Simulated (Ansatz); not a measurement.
Input file for `BC(C)(F)[SiH3]`:

```yaml
crystal:
  periodic: [false, false, false]
  atoms:
    - {symbol: B, position_ang: [-1.062821, 0.254212, 1.128705]}
    - {symbol: C, position_ang: [-0.365410, -0.511295, 0.029038]}
    - {symbol: C, position_ang: [0.926715, -1.275515, 0.211651]}
    - {symbol: F, position_ang: [-1.191630, -1.221111, -0.844682]}
    - {symbol: Si, position_ang: [0.065001, 1.189362, -0.898788]}
    - {symbol: H, position_ang: [-0.371831, 0.838804, 1.915020]}
    - {symbol: H, position_ang: [-2.247156, 0.396509, 1.128135]}
    - {symbol: H, position_ang: [0.704082, -2.252631, 0.647698]}
    - {symbol: H, position_ang: [1.444649, -1.442187, -0.736471]}
    - {symbol: H, position_ang: [1.594383, -0.742443, 0.889516]}
    - {symbol: H, position_ang: [1.405790, 1.653081, -0.470231]}
    - {symbol: H, position_ang: [0.054202, 0.817456, -2.332907]}
    - {symbol: H, position_ang: [-0.935475, 2.261060, -0.652083]}
basis:
  gaussian: {orbitals: def2-TZVPP}
correlation: {method: ccsd_t}
output: {orbitals: {seedname: orbitals}}
```

```sh
$ ansatz run in.yaml --threads 4 --pin off --events-out ev --progress --plain
```

Output of Ansatz, abridged:

```
Functional definition: HF
1625 factors; integrals over basis functions are off by at most 1.3e-3 eV
mean field evaluation 1: about -13425.2598 eV, gradient 3.2e1 eV
mean field evaluation 2: about -13425.4998 eV, gradient 3.2e1 eV
mean field evaluation 4: about -13428.7772 eV, gradient 4.5e0 eV
mean field evaluation 8: about -13428.8429 eV, gradient 3.2e-1 eV
mean field evaluation 16: about -13428.8436 eV, gradient 2.4e-6 eV
mean field -13428.84358827 eV, -493.5008994717 hartree, gradient 2.4e-6 eV, S^2 0.000000; 0 other end points of the search recorded, 0 dependent functions left out
9 core orbitals not correlated: weight in the atoms' cores, before any rotation towards them, 1.000 or more for the frozen orbitals, at most 0.000 for the correlated occupied ones
reference -13428.84358827 eV, -493.5008994717 hartree; 15, 15 occupied and 254, 254 virtual orbitals, 1625 factors
second order -22.57596990 eV of doubles, -0.00000000 eV of singles
cycle   1  -23.35522144 eV  change   -7.8e-1 eV  update   1.1e-1
cycle   2  -23.95219147 eV  change   -6.0e-1 eV  update   3.2e-2
cycle   3  -24.08438063 eV  change   -1.3e-1 eV  update   1.8e-2
cycle   4  -24.07495939 eV  change    9.4e-3 eV  update   4.9e-3
cycle   5  -24.07155844 eV  change    3.4e-3 eV  update   2.7e-3
cycle   6  -24.07233772 eV  change   -7.8e-4 eV  update   9.7e-4
cycle   7  -24.07202124 eV  change    3.2e-4 eV  update   4.7e-4
cycle   8  -24.07191461 eV  change    1.1e-4 eV  update   1.6e-4
cycle   9  -24.07201474 eV  change   -1.0e-4 eV  update   7.3e-5
cycle  10  -24.07201932 eV  change   -4.6e-6 eV  update   2.7e-5
perturbative correction -0.87356027 eV, -0.0321027479 hartree
Total energy: -13453.78916786 eV, -494.4176326129 hartree
```

Run time 4.1 min (4 threads of a server CPU on a shared host); peak host memory 7.9 GiB.

The correlation energy is -24.946 eV, 3.5 % of it from (T); the T1 diagnostic reads 0.0129.
